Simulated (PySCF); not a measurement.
Job for PySCF: R-B3LYP/6-31G* on H3NSSi (SMILES N[Si]S), a point of a torsion scan.

```python
from pyscf import gto, scf, dft, mp
from pyscf.data.elements import chemcore

mol = gto.M(
    atom='''
    N    -1.09816153    0.10395538    0.18672258
    Si    0.14852826   -0.73486151    1.00060609
    S     1.86754503    0.46506608    0.31078480
    H    -0.97680708    0.87716145   -0.45458362
    H    -2.06533157   -0.15670633    0.27910935
    H     1.23167654    1.62051166    0.16697746
    ''',
    basis='6-31g*',
    cart=True,
    charge=0, spin=0, verbose=3, max_memory=1800)
mf = dft.RKS(mol, xc='b3lyp')
mf.conv_tol = 1e-8
mf.max_cycle = 100
mf.kernel()
if not mf.converged:
    mf = mf.newton().run(mf.mo_coeff, mf.mo_occ)
```

### Question
Give the final energy of this run.

### Answer
-744.2627 hartree.
